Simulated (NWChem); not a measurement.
Correlation energy of Se

```
Se
```
Charge 0, spin multiplicity 3.

The numbers come from NWChem runs, not from measurements.

Basis set: def2-TZVP. Each correlation energy counts from its own Hartree-Fock reference.

The Hamiltonian is non-relativistic. The correlated methods keep 9 core orbitals frozen. No SCF solution was tested for a lower state. Open-shell Hartree-Fock references start from PBE0 orbitals. Coupled-cluster values serve here as a point of comparison, not as the truth.

For the correlation energy, CCSD on ROHF gives -229.4 mHa and CCSD[T] on ROHF gives -236.5 mHa. What do CCSD(T) on ROHF, CCSD[T] on UHF, SCS-UMP2 give?

CCSD(T) on ROHF: -236.2 mHa; CCSD[T] on UHF: -231.3 mHa; SCS-UMP2: -198.4 mHa.
